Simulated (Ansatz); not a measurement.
A nudged elastic band was laid between two geometries of CH5BF2Si (10 atoms, charge 0, multiplicity 1).

Theory: Ansatz, UKS revPBE-D4/def2-SVP.

```yaml
movable_images: 7
climbing_image: yes
spring: 5.0 eV/Å²
optimiser: quadratic models (default)
start_path: through a guess of the saddle point
force_threshold: 0.05 eV/Å
iteration_limit: 60
end_points: relaxed
```

First end point:

```xyz
10
Properties=species:S:1:pos:R:3
C -1.276 -0.787 0.415
B 0.025 -0.013 0.787
Si 1.309 0.611 -0.654
F 1.074 -0.267 -2.028
F 0.901 2.167 -1.017
H -1.993 0.062 0.246
H -1.248 -1.348 -0.540
H -1.725 -1.395 1.227
H 0.227 0.333 1.940
H 2.787 0.586 -0.373
```

Last end point:

```xyz
10
Properties=species:S:1:pos:R:3
C -0.936 -0.349 0.326
B 0.629 -0.052 0.888
Si 0.978 0.485 -0.958
F 1.016 -0.543 -2.230
F 0.410 1.865 -1.628
H -1.513 0.520 -0.055
H -1.057 -1.197 -0.381
H -1.433 -0.654 1.273
H 1.264 -1.057 1.164
H 0.726 0.932 1.604
```

Question: Which bonds break or form, and what moves?

Answer: Bonds broken: Si3–H10. Bonds formed: B2–H10.

Question: What energy profile does the band end with?

Answer: The forces met the threshold. The highest image is number 7 of 0 to 8, 0.38 eV above the first end and 0.04 eV above the last; the last end lies 0.34 eV above the first. The profile has 3 maxima (images 1, 5, 7) with wells between them (images 3, 6): this band takes more than one step, which may be the mechanism or a detour left from its start path. A vibrational analysis at the climbing image gives one clearly imaginary mode, 74i cm⁻¹: a first-order saddle point. The orbitals stay closed-shell, which can raise the energy where a bond breaks towards radicals; this wasn't checked here.

```
image  path coordinate (Å)  energy (eV)  Si3–H10 (Å)  B2–H10 (Å)
    0                 0.00         0.00         1.50        3.06
    1                 1.70         0.01         1.50        3.08
    2                 3.40         0.00         1.51        3.03
    3                 5.11         0.00         1.51        3.02
    4                 6.83         0.04         1.51        2.89
    5                 8.53         0.24         1.91        1.31
    6                10.24         0.16         1.96        1.30
    7                11.95         0.38         2.55        1.23
    8                13.05         0.34         2.61        1.22
```

Question: What is the geometry of the highest image?

Answer: 
```xyz
10
Properties=species:S:1:pos:R:3:forces:R:3
C -1.114 -0.386 0.505 0.00 0.00 0.00
B 0.496 -0.099 0.740 0.00 0.00 0.00
Si 1.036 0.512 -1.058 0.00 0.00 0.00
F 1.806 -0.289 -2.256 0.00 0.00 0.00
F 0.440 1.822 -1.831 0.00 0.00 0.00
H -1.710 0.505 0.218 0.00 0.00 0.00
H -1.351 -1.208 -0.201 0.00 0.00 0.00
H -1.482 -0.708 1.504 0.00 0.00 0.00
H 1.216 -1.076 0.927 0.00 0.00 0.00
H 0.745 0.874 1.453 0.00 0.00 0.00
```

The band took 19 iterations and about 11 core-minutes.

Run time: 5.7 min on 2 threads of Intel(R) Xeon(R) Platinum 8259CL CPU @ 2.50GHz (Skylake/Cascade Lake), with other jobs on the host, peak memory 0.25 GiB.
